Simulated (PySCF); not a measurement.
## Orbital levels and atomic charges

System: C14H12BN (BN-doped PAH), SMILES B1C=CC2=CC=CC3=CC=CC=CC3=C2N1.

Cartesian coordinates (Å):
```
  1 B     2.678    1.939   -0.457
  2 C     3.565    0.962    0.331
  3 C     3.090   -0.262    0.621
  4 C     1.776   -0.719    0.227
  5 C     1.539   -2.066    0.283
  6 C     0.411   -2.785   -0.204
  7 C    -0.847   -2.329   -0.328
  8 C    -1.296   -1.004    0.087
  9 C    -2.409   -0.847    0.838
 10 C    -3.006    0.382    1.264
 11 C    -2.976    1.556    0.601
 12 C    -2.372    1.745   -0.689
 13 C    -1.313    1.082   -1.174
 14 C    -0.502    0.101   -0.433
 15 C     0.853    0.252   -0.333
 16 N     1.392    1.471   -0.733
 17 H     2.992    3.008   -0.819
 18 H     4.569    1.208    0.651
 19 H     3.697   -0.994    1.144
 20 H     2.356   -2.682    0.636
 21 H     0.603   -3.819   -0.464
 22 H    -1.611   -2.987   -0.725
 23 H    -2.884   -1.748    1.206
 24 H    -3.608    0.320    2.162
 25 H    -3.545    2.391    0.989
 26 H    -2.842    2.491   -1.319
 27 H    -1.012    1.258   -2.203
 28 H     0.702    2.075   -1.159
```

Method: wB97X-D/6-31G*, gas phase, PySCF, fitting set def2-universal-JFIT up to Ne and JKFIT beyond, grid level 1.

**Question.** Give the orbital energies near the gap.

**Answer.** 
```
orbital      eV
 HOMO-4  -10.17
 HOMO-3   -9.33
 HOMO-2   -8.74
 HOMO-1   -8.38
   HOMO   -6.58
   LUMO   -0.23
 LUMO+1    0.79
 LUMO+2    1.84
 LUMO+3    2.39
```

**Question.** Give the partial charges of the non-hydrogen atoms.

**Answer.** 
```csv
atom,Mulliken,IAO,Hirshfeld
B1,0.18,0.12,0.10
C2,-0.28,-0.29,-0.12
C3,-0.17,-0.09,-0.03
C4,0.13,-0.01,0.00
C5,-0.26,-0.15,-0.04
C6,-0.13,-0.14,-0.05
C7,-0.21,-0.14,-0.04
C8,0.09,0.03,0.01
C9,-0.23,-0.18,-0.07
C10,-0.15,-0.13,-0.04
C11,-0.18,-0.17,-0.06
C12,-0.12,-0.13,-0.04
C13,-0.26,-0.17,-0.05
C14,-0.03,-0.03,-0.01
C15,0.24,0.10,0.05
N16,-0.60,-0.34,-0.14
```
